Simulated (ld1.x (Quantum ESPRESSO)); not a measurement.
# Before and after: RRKJ potential for vanadium (V)

```json
{
 "Element": "V (Z = 23)",
 "Generator": "ld1.x (Quantum ESPRESSO) 7.5",
 "Type": "norm-conserving RRKJ (Kleinman–Bylander form)",
 "Functional": "PBEsol",
 "Relativity": "scalar-relativistic",
 "Frozen core": "[Ar]",
 "Valence charge": "5",
 "Reference configuration": "3d3 4s2 4p0",
 "Partial waves": "4p (bound, empty): rc 2.45 bohr; 3d (bound): rc 1.80 bohr; 4s (bound): rc 2.10 bohr",
 "Local potential": "the s channel",
 "Core correction": "a·sin(br)/r model core inside 1.25 bohr",
 "rho0": "0.001"
}
```

Change: wave 3d (bound): rc 1.80 bohr becomes 3d (bound): rc 2.26 bohr.

Cutoffs: the cutoffs (Ry, on a coarse ladder) from which the occupation-weighted sum of valence levels, in a spherical-Bessel basis at the reference potential, stays within 10 and 1 mRy of its value at 400 Ry; they do not see the model core or the augmentation charge, which bear on the density cutoff. Errors are all-electron minus pseudo energies relative to the spin-unpolarised reference configuration.

Problem. Predict the effect on cutoff, ghosts and configuration errors.

Solution. The potential gets softer (50 Ry and 70 Ry → 35 Ry and 50 Ry); of the 7 tests that both files solve, the error grows in 0 and shrinks in 5 by more than 15 % and 0.3 meV (median size 35.2 → 14.9 meV); neither file shows a bound ghost. A larger radius leaves more room for a smooth pseudo-wave, so fewer plane waves are needed. That the errors move this way runs against the usual rule that smaller radii transfer better.

| quantity | base | changed |
| --- | --- | --- |
| cutoff, loose | 50 Ry | 35 Ry |
| cutoff, tight | 70 Ry | 50 Ry |
| loose cutoff by channel (10 mRy a level) | d 45 Ry, s 6 Ry | d 30 Ry, s 6 Ry |
| bound ghosts | none | none |
| error for 3d3 4s1 4p0, meV [ΔE 7.75 eV] | -3.4 | -1.1 |
| error for 3d3 4s0 4p0, meV [ΔE 21.95 eV] | -35 | -30 |
| error for 3d2 4s0 4p0, meV [ΔE 50.80 eV] | -479 | -282 |
| error for 3d2 4s2 4p0, meV [ΔE 11.00 eV] | -188 | +33 |
| error for 3d3 4s1 4p1, meV [ΔE 3.37 eV] | -1.3 | -1.0 |
| error for 3d3 4s0 4p2, meV [ΔE 6.88 eV] | -6.3 | -6.0 |
| error for 3d3.5 4s1.5 4p0, meV [ΔE 0.05 eV] | -46 | -15 |
| s: phases at 2.64 bohr within 0.05 rad from the reference energy up to (Ry; the scan ends near 5) | 1.5 | 1.5 |
| p: phases at 2.64 bohr within 0.05 rad from the reference energy up to (Ry; the scan ends near 5) | 4.7 | 4.7 |
| d: phases at 2.64 bohr within 0.05 rad from the reference energy up to (Ry; the scan ends near 5) | 0.5 | 0.4 |
